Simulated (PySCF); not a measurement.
Species: C5H4F2N2.
Geometry (GFN2-xTB, Å), atoms numbered from 1 in this order:
```
atom  x, y, z in Å
C1    -2.094    0.316    0.150
C2    -0.663   -0.093    0.092
C3     0.348    0.829   -0.231
C4     1.638    0.358   -0.260
F5     2.665    1.158   -0.557
C6     1.828   -1.003    0.035
F7     3.047   -1.533    0.027
N8     0.833   -1.800    0.328
N9    -0.386   -1.357    0.356
H10   -2.414    0.702   -0.816
H11   -2.232    1.103    0.889
H12   -2.703   -0.542    0.417
H13    0.128    1.863   -0.448
```

The closed-shell ground state was solved at several levels (PySCF, density fitting, gas phase, non-relativistic).

```csv
level,basis functions,total energy (Eh),HOMO (eV),LUMO (eV),gap (eV),dipole (D)
PBE0/def2-SVPD,218,-501.2013,-7.27,-1.86,5.41,4.16
B3LYP/pcJ-1,283,-502.0837,-7.02,-1.99,5.03,4.16
```

Task: What might PBE0/pcSseg-1 (173 basis functions) give for the same quantities?

Result: Total energy -501.4914 Eh, HOMO -7.31 eV, LUMO -1.80 eV, gap 5.51 eV, dipole 4.20 D.

Task: Over all these levels, which gives the widest orbital gap and which the narrowest?

Result: PBE0/pcSseg-1 (global hybrid, 25 % exact exchange) has the widest, 5.51 eV, and B3LYP/pcJ-1 (global hybrid, 20 % exact exchange) the narrowest, 5.03 eV. Functional and basis both differ between the two, so the spread mixes both effects.

Task: How far do the dipole and the HOMO energy spread over the levels?

Result: The dipole runs from 4.16 to 4.20 D (mean 4.17 D) and the HOMO from -7.31 to -7.02 eV.
